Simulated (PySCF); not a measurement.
# Nuclear quadrupole coupling in `CSc1ccpc(Cl)n1`

Compound: C₅H₅ClNPS.
Z-matrix (Å and degrees, GFN2-xTB geometry), rows numbered from 1:
```
C 
S   1  1.8106
C   2  1.7489  1  100.48
C   3  1.3979  2  118.69  1  -179.97
C   4  1.3719  3  121.62  2   179.97
P   5  1.7466  4  125.56  3     0.01
C   6  1.7517  5   96.44  4     0.01
Cl  7  1.7292  6  115.80  5   179.98
N   7  1.3031  6  129.52  5    -0.01
H   1  1.0851  2  108.98  3   -60.11
H   1  1.0849  2  106.50  3  -179.90
H   1  1.0851  2  108.98  3    60.31
H   4  1.0803  3  117.72  2    -0.06
H   5  1.0829  4  118.28  3  -179.95
```

Field gradients from the PBE0/pcSseg-1 density (PySCF, non-relativistic), principal values in atomic units, ordered |Vxx| ≤ |Vyy| ≤ |Vzz|:

```
atom      Vxx      Vyy      Vzz
  S2   0.1317   2.2806  -2.4123
 Cl8  -1.5668  -2.1641   3.7308
  N9   0.4688   0.5613  -1.0301
```

Problem. Find the asymmetry η = (Vxx − Vyy)/Vzz and the couplings χ = eQV/h (234.96 MHz × Q in barn × V in au), with Q(33S) = −0.0678 b, Q(35Cl) = −0.0817 b, Q(14N) = 0.02044 b.

Solution. 
```tsv
atom	environment	nucleus	η	χzz (MHz)	χxx (MHz)	χyy (MHz)
S2	sulfide sulfur	33S	0.89	38.43	-2.10	-36.33
Cl8	aryl chlorine	35Cl	0.16	-71.62	30.08	41.54
N9	pyridine-type nitrogen	14N	0.09	-4.947	2.252	2.696
```

The tensor is traceless: Vxx + Vyy + Vzz = 0.

Problem. What is Vzz at S2 in SI units (1 au = 9.71736 × 10²¹ V/m²)?

Solution. -2.4123 au = -23.441 × 10²¹ V/m².

Problem. What couplings would deuterons (Q(2H) = 0.00286 b) have in place of the hydrogens, at this geometry?

Solution. 
```csv
atom,bonded to,bond length (Å),Vzz (au),η,χzz (kHz)
H10,C1,1.085,0.3136,0.06,211
H11,C1,1.085,0.3166,0.06,213
H12,C1,1.085,0.3136,0.06,211
H13,C4,1.080,0.3218,0.09,216
H14,C5,1.083,0.3213,0.05,216
```

Isolated species at its GFN2-xTB geometry (one conformer only). GFN2-xTB bond lengths can be off by several hundredths of an ångström, more for odd bonds, and the gradients follow them. The small basis limits the accuracy of the gradients.
